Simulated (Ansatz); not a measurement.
# Ligand exchange: C2H7N + C2H7MgN → CH6N2 + C3H8Mg

Species: C2H7N (dimethylamine) `CNC`, singlet; C2H7MgN `C[CH2][Mg][NH2]`, singlet; CH6N2 (methylhydrazine) `CNN`, singlet; C3H8Mg `C[CH2][Mg][CH3]`, singlet. The partners trade CH3 for NH2: N–CH3 and Mg–NH2 bonds give way to N–NH2 and Mg–CH3.

Shapes, held fixed at every level: PBE0-D4/def2-TZVP. Flexible molecules stand in one conformer, not always the lowest. Programs: Ansatz 0.2.0. Electronic energies: no zero-point or thermal term.

**Question.** Estimate ΔE of this reaction.

**Answer.** The highest level, CCSD(T)/def2-TZVPP, gives ΔE = +163.9 kJ/mol; the levels span +150.7 to +169.1. The column of differences is taken from that level and isn't an error. No measured value is set beside it here. Outer-core shells of Mg are correlated in most correlated rows, in sets that cover them unevenly. Times are processor times on shared x86 and Arm servers, and rough.

```csv
level,kind,ΔE (kJ/mol),less CCSD(T)/def2-TZVPP,CPU time (sum over the molecules)
HF/def2-TZVPP,Hartree–Fock,+169.1,+5.2,–
SPW92/def2-TZVPP,LDA,+150.7,-13.2,11 s
r2SCAN-D4/def2-TZVPP,meta-GGA,+161.8,-2.1,37 s
B3LYP-D4/def2-TZVPP,global hybrid,+160.1,-3.8,34 s
r2SCAN0-D4/def2-TZVPP,global hybrid,+163.1,-0.8,38 s
CCSD(T)/def2-SVP,coupled cluster or CI,+165.0,+1.1,41 s
CCSD(T)/def2-TZVPP,coupled cluster or CI,+163.9,0.0,15 min
```
